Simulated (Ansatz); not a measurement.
AlBH₈Si₂ (`[SiH3][BH][AlH][SiH3]`) from Hartree–Fock to CCSD(T)

```xyz
12

Si    0.7128   -0.4777    2.3729
B    -0.3451    0.7863    1.2268
Al    0.1116    1.1796   -0.7821
Si   -0.6359   -0.3812   -2.5379
H     2.0977   -0.7430    1.8918
H     0.7916   -0.0737    3.8047
H    -0.0375   -1.7696    2.2954
H    -1.3363    1.2207    1.7474
H     1.0052    2.4295   -1.2071
H    -1.5409   -1.4475   -2.0233
H     0.5385   -1.0586   -3.1620
H    -1.3618    0.3352   -3.6267
```

The species carries charge 0 and has multiplicity 1. Geometry: relaxed with PBE0-D4/def2-TZVP. It is one conformer, not always the lowest. Frozen core, restricted reference, the Gaussian-basis code of Ansatz. CBS rows extrapolate triple and quadruple zeta; past MP2 they add the triple-zeta difference.

| basis | HF (Eh) | MP2 corr. | CCSD corr. | (T) | CCSD(T) total |
| --- | --- | --- | --- | --- | --- |
| def2-TZVPP | ? | -0.42864 | -0.50760 | ? | ? |
| def2-QZVPP | ? | -0.45867 | – | – | – |
| CBS(def2) | ? | -0.48091 | -0.55986 | as TZ | ? |

(1) Fill in the withheld values. (Best estimate.)

Answers

(1) Ansatz gave: def2-TZVPP HF (Eh): -849.09684; def2-TZVPP (T): -0.01713; def2-TZVPP CCSD(T) total: -849.62157; def2-QZVPP HF (Eh): -849.12278; CBS(def2) HF (Eh): -849.12636; CBS(def2) CCSD(T) total: -849.70335.
